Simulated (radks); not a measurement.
Task: These are the eigenvalues of the occupied orbitals of an atom or ion with whole-number occupations (eV). Method: Dirac Kohn-Sham, LDA (Slater exchange, Perdew-Wang correlation), spin-unpolarised, spherical densities, finite nucleus; Fermi nuclear charge, rms radius of each element as measured or else 0.836 A^(1/3) + 0.57 fm; computed with a radial shooting solver on a logarithmic mesh with Libxc functionals.

1s1/2: -2770.225
2s1/2: -279.4717
2p1/2: -220.6034
2p3/2: -218.9051
3s1/2: -44.8444
3p1/2: -31.8522
3p3/2: -31.6857

Which element is it, and in what charge state? The configuration may be excited. Open shells, if any, fill j = l - 1/2 first.

Result: Z = 17, chlorine, charge +2: Cl2+ in [Ne] 3s2 3p3. The list shows which subshells hold electrons but not how many an open one holds; the 1s level, -101.8 hartree, gives Z - s = 14.3 by -(Z - s)^2/2, which with screening and relativity narrows Z to a few neighbours, and the depths of the outer levels then fix element, charge and occupations together.
